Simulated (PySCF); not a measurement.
# Energy of Rh (rhodium, neutral) between two integer charges

The 5s alpha orbital of [Kr] 4d8 5s1 is emptied in steps (occupation f), with all orbitals relaxed, ending at [Kr] 4d8. Computed with PySCF 2.14 in def2-TZVPPD with the def2 core potential (28 electrons), with a scalar-relativistic core potential. The exact energy is a straight line in f; departures are measured from the line between the end points of the same method.

```
  f  UHF (eV)
  1     0.000
0.9     0.013
0.7     0.030
0.5     0.035
0.3     0.029
0.1     0.012
  0     0.000
```

```
method  E(f=0) − E(f=1) (eV)  −ε at f=1 (eV)  −ε at f=0.5 (eV)
   UHF                 6.308           6.457             6.305
```

Orbital energy along the path (eV):

```
  f     UHF
  1  -6.457
0.9  -6.424
0.7  -6.362
0.5  -6.305
0.3  -6.250
0.1  -6.200
  0  -6.175
```

Reference removal energy between the ground levels: 7.459 eV (measured; NIST Atomic Spectra Database, ionization energies). The calculation has no spin-orbit coupling. UHF lacks correlation.
